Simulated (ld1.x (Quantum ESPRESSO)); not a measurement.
fluorine: variants of one TM potential

Base potential:

ld1.x (Quantum ESPRESSO) 7.5 input, shortened:

```
&input
   title='F', zed=9., rel=0, dft='WC', iswitch=3,
   config='[He] 2s2 2p5 3d-2'
 /
 &inputp
   pseudotype=2, tm=.true., lloc=-1, rcloc=1.00,
   nlcc=.true., new_core_ps=.true., rcore=0.45
 /
3
2S  1  0   2.00   0.00  0.70  0.70  0.0
2P  2  1   5.00   0.00  1.75  1.75  0.0
3D  3  2  -2.00   0.45  1.90  1.90  0.0
 &test
   configts(1)='2s2 2p5'
 /
```

All-electron outer shells of the reference configuration (Wu–Cohen, non-relativistic, ld1.x):

```csv
shell,level (eV),outermost node (bohr),outermost maximum (bohr)
2s,-29.66,0.24,0.76
2p,-11.10,–,0.71
```

Cutoffs, loose and tight: the cutoffs (Ry, on a coarse ladder) from which the occupation-weighted sum of valence levels, in a spherical-Bessel basis at the reference potential, stays within 10 and 1 mRy of its value at 400 Ry. They do not see the model core or the augmentation charge, which bear on the density cutoff. Test errors are all-electron minus pseudo excitation energies from the reference, over the configurations 2s2 2p4; 2s2 2p3; 2s2 2p2; 2s1 2p5; 2s2 2p4.5; 2s1 2p6; 2s2 2p1. A dash means not determined; rows that change the core or the reference have their own tests.

```tsv
change	outcome	cutoff, loose	cutoff, tight	bound ghosts	largest test error (meV)
base	generated	110 Ry	260 Ry	none	+5059
local potential all-electron potential smoothed inside 0.74 bohr (lloc = -1)	generated	110 Ry	260 Ry	none	+5101
local potential all-electron potential smoothed inside 0.98 bohr (lloc = -1)	generated	110 Ry	260 Ry	none	+5065
local potential all-electron potential smoothed inside 1.08 bohr (lloc = -1)	generated	110 Ry	260 Ry	none	+5030
local potential all-electron potential smoothed inside 1.26 bohr (lloc = -1)	generated	110 Ry	260 Ry	none	+4840
local potential all-electron potential smoothed inside 1.66 bohr (lloc = -1)	generated	110 Ry	260 Ry	none	+5064
local potential all-electron potential smoothed inside 1.82 bohr (lloc = -1)	generated	110 Ry	260 Ry	none	+4895
local potential all-electron potential smoothed inside 1.98 bohr (lloc = -1)	generated	110 Ry	260 Ry	none	+4830
local potential all-electron potential smoothed inside 2.18 bohr (lloc = -1)	generated	110 Ry	260 Ry	none	+4912
```

**Question.** What comes out with this change to the base: local potential all-electron potential smoothed inside 1.42 bohr (lloc = -1)?

**Answer.** outcome: generated; cutoff, loose: 110 Ry; cutoff, tight: 260 Ry; bound ghosts: none; largest test error (meV): +5871.

Reading the sweep of the rcloc (base included, trends over the rows without a ghost): The loose cutoff stays near 110 Ry. The median size of the test errors (rows with all tests solved) is not monotonic: lowest 139.6 meV at 1.42 bohr, highest 180.8 meV at 1.98 bohr.
